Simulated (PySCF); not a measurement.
Bi (SMILES [Bi]), quartet (core potentials on Bi); DF-CAMB3LYP/def2-SVP in PySCF.

Here is a job for PySCF.
```python
from pyscf import gto, scf, dft

mol = gto.Mole()
mol.atom = '''
    Bi    0.000000    0.000000    0.000000
'''
mol.basis = 'def2-svp'
mol.ecp = {'Bi': 'def2-svp'}
mol.charge = 0
mol.spin = 3
mol.verbose = 4
mol.build()

mf = dft.UKS(mol)
mf.xc = 'camb3lyp'
mf = mf.density_fit(auxbasis='def2-universal-jkfit')
mf.kernel()
mf.analyze()
```

What the program printed (banner, timings and long lists left out):

```
PySCF version 2.14.0

[INPUT] verbose = 4
[INPUT] num. atoms = 1
[INPUT] num. electrons = 23
[INPUT] charge = 0
[INPUT] spin (= nelec alpha-beta = 2S) = 3
[INPUT] symmetry False subgroup None
[INPUT] Mole.unit = angstrom
[INPUT] Symbol           X                Y                Z      unit          X                Y                Z       unit  Magmom
[INPUT]  1 Bi     0.000000000000   0.000000000000   0.000000000000 AA    0.000000000000   0.000000000000   0.000000000000 Bohr   0.0

nuclear repulsion = 0
number of shells = 10
number of NR pGTOs = 61
number of NR cGTOs = 26
basis = def2-svp
ecp = {'Bi': 'def2-svp'}

******** <class 'pyscf.df.df_jk.DFUKS'> ********
method = DFUKS
initial guess = minao
damping factor = 0
level_shift factor = 0
DIIS = <class 'pyscf.scf.diis.CDIIS'>
diis_start_cycle = 1
diis_space = 8
diis_damp = 0
SCF conv_tol = 1e-09
SCF conv_tol_grad = None
SCF max_cycles = 50
direct_scf = False
number electrons alpha = 13  beta = 10
XC library pyscf.dft.libxc version 7.1.2
    S. Lehtola, C. Steigemann, M. J. T. Oliveira, and M. A. L. Marques,  SoftwareX 7, 1–5 (2018)
XC functionals = camb3lyp
    T. Yanai, D. P. Tew, and N. C. Handy,  Chem. Phys. Lett. 393, 51 (2004)
radial grids:
    Treutler-Ahlrichs [JCP 102, 346 (1995); DOI:10.1063/1.469408] (M4) radial grids

becke partition: Becke, JCP 88, 2547 (1988); DOI:10.1063/1.454033
pruning grids: <function nwchem_prune>
grids dens level: 3
symmetrized grids: False
atomic radii adjust function: <function treutler_atomic_radii_adjust>
small_rho_cutoff = 0
Set gradient conv threshold to 3.16228e-05
tot grids = 23448
******** <class 'pyscf.df.df.DF'> ********
auxbasis = def2-universal-jkfit
Create RSH-DF object <pyscf.df.df.DF object> for omega=0.33
******** <class 'pyscf.df.df.DF'> ********
auxbasis = auxmol.basis = def2-universal-jkfit
init E= -187.985195075876

cycle= 1 E= -214.105206554141  delta_E= -26.1  |g|= 0.983  |ddm|= 8.96
cycle= 2 E= -214.482095611949  delta_E= -0.377  |g|= 0.527  |ddm|= 3.06
cycle= 3 E= -214.579899891865  delta_E= -0.0978  |g|= 0.0129  |ddm|= 0.759
cycle= 4 E= -214.580163157662  delta_E= -0.000263  |g|= 0.00291  |ddm|= 0.0643
cycle= 5 E= -214.580171820632  delta_E= -8.66e-06  |g|= 0.000457  |ddm|= 0.0159
cycle= 6 E= -214.580171969058  delta_E= -1.48e-07  |g|= 2.69e-05  |ddm|= 0.00165
cycle= 7 E= -214.580171969791  delta_E= -7.33e-10  |g|= 6.11e-07  |ddm|= 0.000186
Extra cycle  E= -214.580171969791  delta_E= -1.99e-13  |g|= 2.41e-07  |ddm|= 2.88e-06
converged SCF energy = -214.580171969791  <S^2> = 3.751982  2S+1 = 4.0009909
**** SCF Summaries ****
Total Energy =                        -214.580171969791252
Nuclear Repulsion Energy =               0.000000000000000
One-electron Energy =                 -373.090331945650348
Two-electron Energy =                  158.510159975859096
Two-electron Coulomb Energy =          175.635951877701416
DFT Exchange-Correlation Energy =      -17.125791901842334
**** MO energy ****
                             alpha | beta                alpha | beta
MO #1   energy= -6.04802588695538  | -6.03956090235508  occ= 1 | 1
MO #2   energy= -3.77888934693762  | -3.77186374434013  occ= 1 | 1
MO #3   energy= -3.77888934693762  | -3.77186374434012  occ= 1 | 1
MO #4   energy= -3.77888934693761  | -3.77186374434012  occ= 1 | 1
MO #5   energy= -1.12641018620817  | -1.11372130469201  occ= 1 | 1
MO #6   energy= -1.12641018620817  | -1.113721304692    occ= 1 | 1
MO #7   energy= -1.12641018620816  | -1.113721304692    occ= 1 | 1
MO #8   energy= -1.12641018620816  | -1.113721304692    occ= 1 | 1
MO #9   energy= -1.12641018620815  | -1.11372130469199  occ= 1 | 1
MO #10  energy= -0.668976191132111 | -0.575497727337916 occ= 1 | 1
MO #11  energy= -0.264703274073707 | -0.0611689704830964 occ= 1 | 0
MO #12  energy= -0.2647032740737   | -0.0611689704830872 occ= 1 | 0
MO #13  energy= -0.264703274073696 | -0.061168970483084 occ= 1 | 0
MO #14  energy= 0.227048183279091  | 0.252212015246449  occ= 0 | 0
MO #15  energy= 0.322292545655296  | 0.345641480600696  occ= 0 | 0
MO #16  energy= 0.322292545655314  | 0.345641480600707  occ= 0 | 0
MO #17  energy= 0.322292545655322  | 0.345641480600717  occ= 0 | 0
MO #18  energy= 0.373147304856091  | 0.431877719134707  occ= 0 | 0
MO #19  energy= 0.373147304856092  | 0.431877719134712  occ= 0 | 0
MO #20  energy= 0.373147304856095  | 0.431877719134718  occ= 0 | 0
MO #21  energy= 0.373147304856101  | 0.431877719134719  occ= 0 | 0

spin_pop of  0 Bi 5s       -0.00011
spin_pop of  0 Bi 6s        0.00232
spin_pop of  0 Bi 7s       -0.00412
spin_pop of  0 Bi 8s        0.00191
spin_pop of  0 Bi 5px       0.00088
spin_pop of  0 Bi 5py       0.00088
spin_pop of  0 Bi 5pz       0.00088
spin_pop of  0 Bi 6px       0.05425
spin_pop of  0 Bi 6py       0.05425
spin_pop of  0 Bi 6pz       0.05425
spin_pop of  0 Bi 7px       0.03900
spin_pop of  0 Bi 7py       0.03900
spin_pop of  0 Bi 7pz       0.03900
spin_pop of  0 Bi 8px       0.90588
spin_pop of  0 Bi 8py       0.90588
spin_pop of  0 Bi 8pz       0.90588
spin_pop of  0 Bi 5dxy     -0.01088
spin_pop of  0 Bi 5dyz     -0.01088
spin_pop of  0 Bi 5dz^2    -0.01088
spin_pop of  0 Bi 5dxz     -0.01042
spin_pop of  0 Bi 5dx2-y2   -0.01042
spin_pop of  0 Bi 6dxy      0.01088
spin_pop of  0 Bi 6dyz      0.01088
spin_pop of  0 Bi 6dz^2     0.01088
spin_pop of  0 Bi 6dxz      0.01042
spin_pop of  0 Bi 6dx2-y2    0.01042
In total            13.00000 | 10.00000
Dipole moment(X, Y, Z, Debye): -0.00000, -0.00000, -0.00000
```
